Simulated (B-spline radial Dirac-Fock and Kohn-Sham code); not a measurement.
Method: independent-particle radiative and Coulomb Auger rates from relativistic LDA hole-state orbitals, with Dirac-Fock energies. Computed with a B-spline atomic structure program.

Question: A single inner-shell vacancy in a neutral atom gives this computed emission spectrum. Which element, which hole, and which lines?

```csv
energy (eV),relative intensity
4115.1,4.1
4633.7,11.3
4650.5,100.0
5201.7,1.0
5381.7,1.8
5384.6,16.4
5449.5,0.2
```

Answer: Lanthanum (Z = 57), hole in L3 (2p3/2). In order of rising energy the lines are Lℓ (L3-M1), Lα2 (L3-M4), Lα1 (L3-M5), Lβ6 (L3-N1), Lβ15 (L3-N4), Lβ2 (L3-N5), Lβ7 (L3-O1).
